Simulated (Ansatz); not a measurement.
Two members of one family (Series CuX(NH3)), computed with Ansatz in the gas phase. Binding counts from free atoms in the multiplicity of their measured ground term, without zero-point energy. Names give formal oxidation states. A dash marks a value that wasn't run or was left out as unsound. The structures are stationary points that may keep the symmetry of their start.

First: Cu(NH3)(OH) (singlet, charge 0, r2SCAN-D4/def2-TZVP geometry).

```xyz
7

Cu   -0.5590    0.3516   -0.2082
N     0.8368   -0.7466    0.4876
H     0.4715   -1.4074    1.1710
H     1.5540   -0.1956    0.9520
H     1.2926   -1.2877   -0.2443
O    -1.9448    1.2941   -0.7806
H    -1.6511    1.9916   -1.3774
```

```
            level  HOMO (eV)  LUMO (eV)  gap (eV)  vertical IE (eV)  vertical triplet (eV)  binding per atom (eV)
  PBE-D4/def2-SVP      -3.30      -0.96      2.34                 –                      –                   3.29
 PBE-D4/def2-TZVP      -4.03      -1.33      2.71              7.91                   3.60                   3.26
 PBE0-D4/def2-SVP      -4.98      -0.19      4.78                 –                      –                   3.15
PBE0-D4/def2-TZVP      -5.63      -0.53      5.11              7.92                   3.70                   3.13
ωB97M-V/def2-TZVP      -8.14       0.84      8.98                 –                      –                   3.19
```

Metal–donor distances: 1 × N 1.91 Å, 1 × O 1.77 Å.

Second: Cu(NH3)(SH) (singlet, charge 0, r2SCAN-D4/def2-TZVP geometry).

```xyz
7

Cu    0.292    0.592    0.118
N    -0.971   -0.866   -0.119
H    -1.929   -0.538   -0.018
H    -0.830   -1.603    0.568
H    -0.891   -1.288   -1.040
S     1.611    2.208    0.386
H     2.718    1.496    0.105
```

**Question.** Estimate how these quantities change from the first to the second (second minus first).

**Answer.** 
```tsv
level	Δ HOMO (eV)	Δ LUMO (eV)	Δ gap (eV)	Δ vertical IE (eV)	Δ vertical triplet (eV)	Δ binding per atom (eV)
PBE-D4/def2-SVP	-0.33	-0.16	0.17	–	–	-0.18
PBE-D4/def2-TZVP	-0.14	-0.15	-0.01	-0.40	-0.02	-0.18
PBE0-D4/def2-SVP	0.06	-0.17	-0.24	–	–	-0.13
PBE0-D4/def2-TZVP	0.28	-0.17	-0.45	-0.34	0.18	-0.14
ωB97M-V/def2-TZVP	0.59	-0.20	-0.79	–	–	-0.15
```

Metal–donor distances: 1 × N 1.94 Å, 1 × S 2.10 Å.
